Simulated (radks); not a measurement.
Effect of the nuclear size on the thulium ion Tm39+, [Ar] 3d10 4s2. Method: Dirac Kohn-Sham, relativistic LDA (MacDonald-Vosko exchange, VWN5 correlation), spin-unpolarised, spherical densities, finite nucleus; Fermi nuclear charge, rms radius 5.2256 fm; computed with a radial shooting solver on a logarithmic mesh with Libxc functionals. The rms radius is varied about that value; shifts are against it.

rms radius (fm)  total energy shift (eV)  density at nucleus (e/bohr^3)  1s1/2 shift (meV)  2s1/2 shift (meV)  3s1/2 shift (meV)  3p1/2 shift (meV)  4s1/2 shift (meV)  4p1/2 (empty) shift (meV)  5s1/2 (empty) shift (meV)
4.5045                             -8.94                      9.817e+05              -3620               -489               -110               1.23              -35.9                      0.597                      -16.1
4.8807                             -4.39                      9.584e+05              -1780               -240              -53.9              0.602              -17.7                      0.293                      -7.93
5.2256                                 0                      9.391e+05              0.000              0.000              0.000              0.000              0.000                      0.000                      0.000
5.6907                              6.26                      9.156e+05               2540                342               76.7             -0.852               25.1                     -0.415                       11.3
6.0878                              11.9                      8.973e+05               4820                651                146              -1.61               47.8                     -0.787                       21.4

Slopes of the eigenvalues against <r^2> in GHz/fm^2, as finite differences over the two radii next to the reference (eigenvalue slopes, not the field-shift constants of lines): 1s1/2 122000, 2s1/2 16500, 3s1/2 3690, 3p1/2 -41.1, 4s1/2 1210, 4p1/2 (empty) -20.0, 5s1/2 (empty) 542.
